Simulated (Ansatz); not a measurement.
Mulliken charges of `[F][Ti]([F])([Br])[Br]` from PBE/def2-TZVPP in Ansatz (PBE0-D4/def2-TZVP geometry).

| atom | x (Å) | y (Å) | z (Å) | charge (e) |
| --- | --- | --- | --- | --- |
| F1 | 0.051 | -0.363 | 1.772 | -0.296 |
| Ti2 | 0.095 | -0.095 | 0.061 | 0.801 |
| F3 | 1.395 | -1.008 | -0.630 | -0.296 |
| Br4 | -1.918 | -0.776 | -0.882 | -0.105 |
| Br5 | 0.427 | 2.167 | -0.361 | -0.105 |

Question: By hand: the dipole of these point charges (1 e Å = 4.8032 D).

Answer: Σ q r = (-0.195, 0.184, -0.159) e Å, of length 0.312 e Å = 1.50 D.

Question: How does the dipole of the full density compare? (An estimate is asked.)

Answer: The calculation gave: (-0.050, 0.047, -0.040) e Å, 0.38 D; the point charges give 3.95 times that, at 0° from its direction.

Point charges leave out the atoms' own dipoles, such as those of lone pairs, and Mulliken's split depends on the basis, so the two needn't agree.
